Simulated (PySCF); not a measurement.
Species: `c1(nnnc(C)c1)C=O`. The columns A, B, C and D hold Mulliken, IAO, Hirshfeld and ESP-fitted charges (e) of one PBE0/pcSseg-1 density (PySCF), in a shuffled order. Coordinates in Å (GFN2-xTB); the density's dipole moment is (-1.93, -2.63, 0.92) D.

| atom | x | y | z | A | B | C | D |
| --- | --- | --- | --- | --- | --- | --- | --- |
| C1 | -2.358 | -0.333 | 0.043 | -0.111 | -0.157 | -0.704 | -0.441 |
| C2 | -0.995 | 0.237 | -0.121 | +0.089 | +0.059 | +1.155 | +0.160 |
| C3 | 0.167 | -0.478 | 0.184 | -0.026 | -0.073 | -1.005 | -0.154 |
| C4 | 1.360 | 0.202 | -0.030 | +0.048 | +0.037 | +1.075 | +0.069 |
| C5 | 2.683 | -0.413 | 0.242 | +0.133 | +0.354 | +0.065 | +0.253 |
| O6 | 2.829 | -1.529 | 0.660 | -0.202 | -0.332 | -0.344 | -0.367 |
| N7 | 1.361 | 1.455 | -0.497 | -0.098 | -0.273 | -0.628 | -0.165 |
| N8 | 0.251 | 2.046 | -0.755 | -0.036 | -0.008 | +0.106 | -0.009 |
| N9 | -0.897 | 1.482 | -0.582 | -0.095 | -0.263 | -0.595 | -0.168 |
| H10 | -2.464 | -1.228 | -0.569 | +0.060 | +0.147 | +0.182 | +0.168 |
| H11 | -3.100 | 0.402 | -0.257 | +0.057 | +0.147 | +0.165 | +0.177 |
| H12 | -2.523 | -0.616 | 1.081 | +0.060 | +0.147 | +0.182 | +0.168 |
| H13 | 0.159 | -1.490 | 0.561 | +0.067 | +0.109 | +0.271 | +0.183 |
| H14 | 3.526 | 0.263 | 0.019 | +0.054 | +0.107 | +0.075 | +0.128 |

Question: Which column most likely holds the ESP-fitted charges?

Answer: C. Σ q r misses the density's dipole by 0.11 D (C), 1.04 D (B), 1.51 D (D), 1.85 D (A). Charges fitted to the outside potential are the only set here that is tied to the molecule's multipoles.

Question: And the Hirshfeld charges?

Answer: A. The mean sizes are 0.081 e (A), 0.158 e (B), 0.186 e (D), 0.468 e (C), and Hirshfeld charges are commonly the smallest of these schemes.

As computed, A = Hirshfeld, B = Mulliken, C = ESP-fitted, D = IAO. Hydrogens on carbon: Hirshfeld +0.05 to +0.07, Mulliken +0.11 to +0.15, ESP-fitted +0.08 to +0.27, IAO +0.13 to +0.18 e.

The ESP scheme is a least-squares fit of atom-centred charges to the potential on four shells outside the van der Waals surface, with the total charge fixed. The Mulliken scheme gives each basis function's population to the atom it is centred on and halves the overlap population of two atoms between them.

Isolated species at its GFN2-xTB geometry (one conformer only).

Conformer computed: `[CH3:1][c:2]1[cH:3][c:4]([CH:5]=[O:6])[n:7][n:8][n:9]1`: C3–C4–C5–O6 0°.
